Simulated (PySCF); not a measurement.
C₄H₇O₂ (SMILES [CH2]COC(C)=O), doublet, geometry from GFN2-xTB. Base run: R2SCAN/STO-3G (PySCF).

Geometry (Å):
```xyz
13

C      2.0381    -0.0237     0.4498
C      1.3690     0.2124    -0.8321
O     -0.0018    -0.2740    -0.8690
C     -0.7618     0.0196     0.1824
C     -2.1695    -0.4864    -0.0085
O     -0.3694     0.6157     1.1513
H      2.4517     0.7854     1.0139
H      2.0140    -1.0041     0.8847
H      1.8314    -0.3482    -1.6565
H      1.3538     1.2777    -1.0825
H     -2.1779    -1.3199    -0.7036
H     -2.7743     0.3215    -0.4160
H     -2.5844    -0.7769     0.9522
```
Charge 0, spin multiplicity 2.
Orbitals are unrestricted.
All else is at PySCF's defaults.

The base run was repeated with changes; each row names its change, and settings that it needs were set with it.

```json
[
 {"change": "base", "E (Eh)": "-302.90187", "HOMO (eV)": "-2.38", "dipole (D)": "1.13", "<S^2>": "0.756", "core-seconds (rough)": "20", "outcome": "converged"},
 {"change": "functional = b97-1", "E (Eh)": "-302.96226", "HOMO (eV)": "-3.34", "dipole (D)": "1.07", "<S^2>": "0.754", "core-seconds (rough)": "8", "outcome": "converged"},
 {"change": "functional = pw6b95", "E (Eh)": "-303.40137", "HOMO (eV)": "-3.87", "dipole (D)": "1.07", "<S^2>": "0.754", "core-seconds (rough)": "20", "outcome": "converged"},
 {"change": "functional = b97m_v", "E (Eh)": "-", "HOMO (eV)": "-", "dipole (D)": "-", "<S^2>": "-", "core-seconds (rough)": "-", "outcome": "cut at the time limit"},
 {"change": "functional = b3lyp; dispersion = d3zero", "E (Eh)": "-303.01800", "HOMO (eV)": "-3.38", "dipole (D)": "1.07", "<S^2>": "0.754", "core-seconds (rough)": "10", "outcome": "converged"},
 {"change": "functional = blyp; dispersion = d3bj", "E (Eh)": "-302.88309", "HOMO (eV)": "-1.81", "dipole (D)": "1.08", "<S^2>": "0.753", "core-seconds (rough)": "10", "outcome": "converged"},
 {"change": "functional = wb97m_v", "E (Eh)": "-", "HOMO (eV)": "-", "dipole (D)": "-", "<S^2>": "-", "core-seconds (rough)": "-", "outcome": "cut at the time limit"},
 {"change": "functional = tpss", "E (Eh)": "-303.12358", "HOMO (eV)": "-2.18", "dipole (D)": "1.07", "<S^2>": "0.755", "core-seconds (rough)": "30", "outcome": "converged"},
 {"change": "functional = bhandhlyp", "E (Eh)": "-302.87209", "HOMO (eV)": "-5.37", "dipole (D)": "1.06", "<S^2>": "0.756", "core-seconds (rough)": "8", "outcome": "converged"},
 {"change": "functional = pbe0; dispersion = d3bjm", "E (Eh)": "-302.72821", "HOMO (eV)": "-3.67", "dipole (D)": "1.09", "<S^2>": "0.755", "core-seconds (rough)": "7", "outcome": "converged"},
 {"change": "functional = pbe", "E (Eh)": "-302.66001", "HOMO (eV)": "-1.90", "dipole (D)": "1.09", "<S^2>": "0.753", "core-seconds (rough)": "10", "outcome": "converged"},
 {"change": "functional = pbe0; dispersion = d4", "E (Eh)": "-302.72566", "HOMO (eV)": "-3.67", "dipole (D)": "1.09", "<S^2>": "0.755", "core-seconds (rough)": "10", "outcome": "converged"},
 {"change": "functional = m06", "E (Eh)": "-302.75709", "HOMO (eV)": "-3.45", "dipole (D)": "1.15", "<S^2>": "0.756", "core-seconds (rough)": "20", "outcome": "converged"}
]
```

Totals shift with the method and basis; they matter in differences.

Open shells are given as the SCF converged; they aren't shown to be the lowest states, and a large step between rows can be another state.
